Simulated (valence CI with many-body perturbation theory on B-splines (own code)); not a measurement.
**Level structure of Ta XXV**

Computed by relativistic CI+MBPT: three valence electrons over a frozen Dirac-Fock core [Kr] 4d10, a basis of 8 s, 8 p, 9 d, 9 f, 6 g, 3 h, 2 i functions for each j, with the one-electron correlation potential Σ1, the two-electron term Σ2, the three-electron term Σ3, Breit, model QED; selected CI, second order for the rest, scaled by the run's own slope (own B-spline code, finite nucleus).

No measured spectrum was set against this ion. As an estimate, terms of the open shell hold to a few per cent of their energy, and close levels can change places. Core correlation moves these levels by up to 46000 cm⁻¹, and in measured spectra 5 to 20 % of such shifts remained as error; rates that hang on mixing are uncertain with them.

Levels 1 to 45 of 64, with energies above the lowest level, 4f³ ⁴I°_9/2. "Leading %" is the weight of the configuration and term that name the level; weights of strongly mixed levels are sums over their largest components and can fall short.

```csv
No.,Configuration,Term,J,E (cm⁻¹),Leading %,g,Second component
1,4f³,⁴I°,9/2,0,84,0.757,15 % 4f³ ²H°
2,4f³,⁴I°,11/2,18008,95,0.969,5 % 4f³ ²H°
3,4f³,⁴I°,13/2,33502,93,1.094,6 % 4f³ ²K°
4,4f³,⁴F°,3/2,33682,65,0.604,25 % 4f³ ²D°
5,4f³,²H°,9/2,41508,39,1.010,32 % 4f³ ²G°
6,4f³,⁴F°,5/2,45891,78,0.999,10 % 4f³ ²D°
7,4f³,⁴I°,15/2,47000,83,1.173,16 % 4f³ ²K°
8,4f³,⁴S°,3/2,50828,64,1.635,21 % 4f³ ²P°
9,4f³,⁴F°,7/2,51472,53,1.079,40 % 4f³ ²G°
10,4f³,⁴G°,5/2,53655,81,0.647,10 % 4f³ ⁴F°
11,4f³,⁴G°,7/2,61936,66,1.039,24 % 4f³ ⁴F°
12,4f³,⁴F°,9/2,64895,62,1.184,26 % 4f³ ²H°
13,4f³,²H°,11/2,66988,72,1.113,20 % 4f³ ⁴G°
14,4f³,²K°,13/2,67437,89,0.948,7 % 4f³ ⁴I°
15,4f³,²D°,3/2,74440,32,1.146,23 % 4f³ ⁴S°
16,4f³,²G°,7/2,75081,51,0.992,26 % 4f³ ⁴G°
17,4f³,⁴G°,9/2,77356,85,1.133,13 % 4f³ ²H°
18,4f³,²P°,1/2,77885,66,0.434,34 % 4f³ ⁴D°
19,4f³,²K°,15/2,79293,48,1.036,38 % 4f³ ²L°
20,4f³,²D°,5/2,84187,53,1.203,33 % 4f³ ⁴D°
21,4f³,²H°,11/2,86933,52,1.120,32 % 4f³ ⁴G°
22,4f³,⁴D°,3/2,90346,46,1.088,38 % 4f³ ²D°
23,4f³,²D°,5/2,91391,67,1.216,24 % 4f³ ⁴D°
24,4f³,²G°,9/2,94616,50,1.114,25 % 4f³ ⁴F°
25,4f³,²I°,11/2,95946,56,1.063,38 % 4f³ ⁴G°
26,4f³,⁴D°,1/2,101500,66,0.224,34 % 4f³ ²P°
27,4f³,²D°,3/2,105630,45,1.058,30 % 4f³ ²P°
28,4f³,²L°,15/2,106480,61,0.991,37 % 4f³ ²K°
29,4f³,²I°,13/2,106600,95,1.067,5 % 4f³ ²K°
30,4f³,⁴D°,7/2,108070,93,1.403,6 % 4f³ ²F°
31,4f³,²L°,17/2,110070,100,1.056,
32,4f³,²H°,9/2,110700,77,0.960,15 % 4f³ ²G°
33,4f³,²F°,5/2,119490,49,1.055,33 % 4f³ ⁴D°
34,4f³,²D°,3/2,123180,60,0.987,22 % 4f³ ⁴D°
35,4f³,²H°,11/2,126470,66,1.066,24 % 4f³ ²I°
36,4f³,²F°,7/2,139980,87,1.142,5 % 4f³ ⁴D°
37,4f³,²D°,5/2,140970,56,1.090,32 % 4f³ ²F°
38,4f³,²G°,9/2,151580,94,1.097,6 % 4f³ ²H°
39,4f³,²G°,7/2,155410,89,0.913,10 % 4f³ ²F°
40,4f³,²F°,7/2,208740,92,1.128,7 % 4f³ ²G°
41,4f³,²F°,5/2,214820,99,0.856,
42,4f²5s,⁴H,7/2,798810,91,0.685,9 % 4f²5s ²G
43,4f²5s,⁴H,9/2,804040,59,0.969,29 % 4f²5s ²H
44,4f²5s,⁴F,3/2,816250,89,0.442,10 % 4f²5s ²D
45,4f²5s,⁴F,5/2,820540,67,1.014,21 % 4f²5s ²F
```

Names give the largest LS component (configuration and term), which can be under half, so a name can repeat, a term be missing and a line seem to break the LS rules; names also repeat where a configuration has a term twice.

Where two levels of one J and parity lie close, their mixing, g and order are uncertain.

The ionisation energy to 4f² ³H4 of the next ion comes out as 728.61 eV (NIST: 750 ± 40 eV (theoretical)). All 64 levels together are meant to be complete up to 919780 cm⁻¹.
